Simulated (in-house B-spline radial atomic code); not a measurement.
A run on Ti⁻ that did not converge. Method: scalar-relativistic (X2C) B3LYP, spin-polarised, spherical fractional occupations, exact exchange averaged over the configuration, Fermi nucleus of rms radius 3.5921 fm; computed with a B-spline radial code for spherical atoms.

Command:
```bash
python run_scf.py task.json out
```
Settings (nuclear radius in fm, mass in u):
```
Z                22
configuration    [Ar] 3d3 4s2
hamiltonian      x2c
method           b3lyp
spin_polarised   True
nucleus          fermi
rms_radius       3.5921
atomic_mass      47.94794
speed_of_light   137.035999084
exact_exchange   averaged over the configuration
```

First and last ten iterations of the last attempt (damped for 15 steps, keeping 80 % of the old Fock matrix, then DIIS):
```
 iter        energy (Eh)    residual
    1        -849.954505    2.89e-01
    2        -850.043004    2.96e-01
    3        -851.825954    1.93e-01
    4        -852.814657    1.16e-01
    5        -853.331550    6.42e-02
    6        -853.583451    3.83e-02
    7        -853.695511    2.32e-02
    8        -853.739297    1.39e-02
    9        -852.154204    8.41e-02
   10        -853.545136    4.38e-02
  111        -853.747458    9.75e-03
  112        -853.748059    9.74e-03
  113        -853.747458    8.31e-03
  114        -852.041694    7.91e-02
  115        -852.042966    7.91e-02
  116        -852.043335    7.91e-02
  117        -852.049298    7.89e-02
  118        -852.047658    7.90e-02
  119        -852.046155    7.90e-02
  120        -852.044336    7.90e-02
 not converged after 120 iterations
```

The smallest residual met was 3.4e-03; the threshold is about 2e-07. No energy from this run should be used. Cost of the run: 4.3 s on 1 thread of Arm Neoverse V1, on a shared host.
